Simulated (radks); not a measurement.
Values are calculated unless marked as measured or tabulated.
All-electron atom: V4+ in [Ar] 4s1 (not the ground configuration).

Level of theory: non-relativistic Kohn-Sham, r2SCAN, spin-polarised, spherical densities, point nucleus; open shells are filled with parallel spins first; meta-GGA in the generalised Kohn-Sham scheme (a radial shooting solver on a logarithmic mesh with Libxc functionals).

Energy parts (hartree):
total: -939.53619
kinetic: 938.83844
electron-nucleus: -2182.16231
Hartree: 346.88320
exchange-correlation: -43.09552

Orbitals (lengths in bohr, moments of r in powers of bohr; <r^-3> diverges for s and p1/2):
| orbital | occ. | eigenvalue (hartree) | <r^2> | <r^-3> | <r^4> |
|---|---|---|---|---|---|
| 1s up | 1 | -198.9098 | 0.006038 | - | 0.00009345 |
| 1s down | 1 | -198.9063 | 0.006038 | - | 0.00009345 |
| 2s up | 1 | -24.67968 | 0.1135 | - | 0.02261 |
| 2s down | 1 | -24.67689 | 0.1135 | - | 0.02259 |
| 2p up | 3 | -21.16015 | 0.09289 | 302.2 | 0.01767 |
| 2p down | 3 | -21.15682 | 0.09288 | 302.2 | 0.01766 |
| 3s up | 1 | -4.88780 | 0.9584 | - | 1.435 |
| 3s down | 1 | -4.87969 | 0.9594 | - | 1.429 |
| 3p up | 3 | -3.88269 | 1.055 | 40.38 | 1.837 |
| 3p down | 3 | -3.87299 | 1.048 | 40.36 | 1.789 |
| 3d up | 0 | -2.30860 | 1.293 | 4.055 | 3.318 |
| 3d down | 0 | -2.28766 | 1.236 | 4.146 | 2.943 |
| 4s up | 1 | -1.56867 | 5.737 | - | 46.59 |
| 4p up | 0 | -1.29902 | 6.762 | 7.224 | 65.33 |

The highest occupied level is 4s up at -42.686 eV. The configuration is held as typed, so some empty levels lie below it. The density falls to 0.001 e/bohr^3 at r = 3.40 bohr.
